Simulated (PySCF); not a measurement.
Harmonic spectrum computed at PBE0 in the def2-TZVP basis family (core potentials from Rb on, PySCF, no spin–orbit coupling):

```csv
ω (cm⁻¹),IR (km/mol)
176,23.1
643,46.1
682,120
```

Task: Which molecule gave it? In each, all ligands are bound to the one heavy central atom.
A. CdF₂ (singlet)
B. GaF₂ (doublet)
C. SiF₂ (singlet)
D. ZnF₂ (singlet)
E. CuF₂ (doublet)

Result: B. It has C2v symmetry with Ga–F 1.756 Å (×2).
